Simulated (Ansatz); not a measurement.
CH5NOSi can be A, `O/C=N/[SiH3]`, or B, `OC1N[SiH2]1`.

Program: Ansatz. Geometries: PBE0-D4/def2-TZVP. ΔE: electronic, gas phase. CBS: MP2 limit from def2 TZ/QZ plus the TZ coupled-cluster correction, frozen cores. Functionals use def2-TZVPP. B3LYP here is the variant with VWN-RPA as its local correlation; programs differ in this. Each species was taken in one conformer, which may not be the lowest.

**Question.** Which isomer does CCSD(T)/CBS put lower? Give the gap. (Estimate.)

**Answer.** Ansatz gave: A, by 139.6 kJ/mol.

**Question.** Give E(B) − E(A) in kJ/mol with PBE0-D4, ωB97M-V, r2SCAN-D4, B3LYP-D4, B2PLYP, HF/def2-TZVPP, LDA (SPW92). (An estimate is asked.)

**Answer.** The calculation gave: PBE0-D4 132.8, ωB97M-V 139.1, r2SCAN-D4 142.0, B3LYP-D4 152.0, B2PLYP 152.2, HF/def2-TZVPP 181.8, LDA (SPW92) 117.2. None reverses the order clearly.

**Question.** Does the order hold for the free energy at 298.15 K (harmonic terms from PBE0-D4)? (Best estimate.)

**Answer.** The calculation gave: Yes: G(B) − G(A) = +145.8 kJ/mol, for one conformer each.

Largest T1 diagnostic: 0.014.

At CCSD(T), def2-SVP lies +21.3 kJ/mol from the extrapolated value and def2-TZVPP +6.1 kJ/mol. Leaving LDA and LC-ωPBE aside and taking each functional with its dispersion term where it has one, the values, not all of them listed here, spread over 22.7 kJ/mol, from HSE06-D4 to BHLYP-D4. LDA lies −16.5 kJ/mol from PBE without D4.
